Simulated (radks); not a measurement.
Question: Isoelectronic series with 43 electrons, all held in the configuration [Kr] 4d7, which need not be the ground one along the series. Method: scalar-relativistic Kohn-Sham, r2SCAN, spin-polarised, spherical densities, finite nucleus; open shells are filled with parallel spins first (spin-orbit coupling, left out, can overturn this in heavy ions); meta-GGA in the generalised Kohn-Sham scheme; Fermi nuclear charge, rms radius of each element as measured or else 0.836 A^(1/3) + 0.57 fm; computed with a radial shooting solver on a logarithmic mesh with Libxc functionals. Total energies (hartree) and orbital eigenvalues (hartree):

| ion | E (hartree) | 4d down | 4d up | 4p down | 4p up |
|---|---|---|---|---|---|
| Eu20+ | -10689.2337 | -22.50433 | -22.76621 | -27.41055 | -27.67415 |
| Gd21+ | -11095.5792 | -24.34226 | -24.61206 | -29.44879 | -29.72003 |
| Tb22+ | -11510.5915 | -26.24520 | -26.52292 | -31.55558 | -31.83443 |
| Dy23+ | -11934.2110 | -28.21311 | -28.49873 | -33.73104 | -34.01747 |
| Er25+ | -12807.9098 | -32.34359 | -32.64499 | -38.28844 | -38.58998 |
| Tm26+ | -13258.1126 | -34.50612 | -34.81540 | -40.67068 | -40.97976 |
| Yb27+ | -13717.2544 | -36.73349 | -37.05066 | -43.12220 | -43.43880 |
| Lu28+ | -14185.4806 | -39.02570 | -39.35075 | -45.64315 | -45.96727 |
| Hf29+ | -14662.9169 | -41.38276 | -41.71567 | -48.23375 | -48.56538 |
| Ta30+ | -15149.5889 | -43.80468 | -44.14547 | -50.89420 | -51.23334 |
| W31+ | -15645.5953 | -46.29149 | -46.64016 | -53.62473 | -53.97138 |

Estimate the row of Ho24+.

Answer: E (hartree) -12366.6552; 4d down -30.24591; 4d up -30.53942; 4p down -35.97527; 4p up -36.26927.
